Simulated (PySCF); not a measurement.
Mean polarisability (bohr³) of eight silicon and germanium compounds: PBE beside ωB97X, computed with PySCF for isolated molecules in the bases named; differences from unrounded values. The eight are the first of their class met in an unordered collection, after screening for sound electronic states; none was chosen by its value. Each molecule has one DFT geometry for both levels.

```csv
molecule,basis,ωB97X,PBE,difference
"CH9NSi2, SMILES C[Si@H]([SiH3])N",def2-TZVP,76.8,81.4,4.6
"AsF₂H₃Si, SMILES [SiH]([AsH2])(F)F",def2-TZVP,54.3,56.5,2.2
"C2H4F2Si, SMILES C=C([SiH2]F)F",def2-TZVP,48.5,(withheld),(withheld)
"CH7NSi2, SMILES [SiH2]1[SiH2]CN1",def2-TZVP,72.5,(withheld),(withheld)
"ethyl(prop-1-ynyl)silane (C₅H₁₀Si), SMILES CC#C[SiH2]CC",def2-TZVP,85.8,90.7,4.9
"C₄H₁₀OSi, SMILES C=C(CC)[SiH2]O",def2-TZVP,76.7,80.4,3.7
"C₃H₆F₂Si, SMILES F[SiH2][C@@H]1C[C@@H]1F",def2-TZVP,56.6,59.5,2.9
"C3H4ClFSi, SMILES FC1=C(Cl)C[SiH2]1",def2-TZVP,71.1,(withheld),(withheld)
```

Task: Complete the blanks. (The exact figures need the calculation; the answer reports its results.)

Result: 
- C2H4F2Si, SMILES C=C([SiH2]F)F, PBE: 50.7
- C2H4F2Si, SMILES C=C([SiH2]F)F, difference: 2.2
- C3H4ClFSi, SMILES FC1=C(Cl)C[SiH2]1, PBE: 75.1
- C3H4ClFSi, SMILES FC1=C(Cl)C[SiH2]1, difference: 4.1
- CH7NSi2, SMILES [SiH2]1[SiH2]CN1, PBE: 76.3
- CH7NSi2, SMILES [SiH2]1[SiH2]CN1, difference: 3.7

PBE lies below ωB97X in 0 and above it in 8 of the eight; the mean signed difference is 3.5 and the largest 4.9 bohr³.
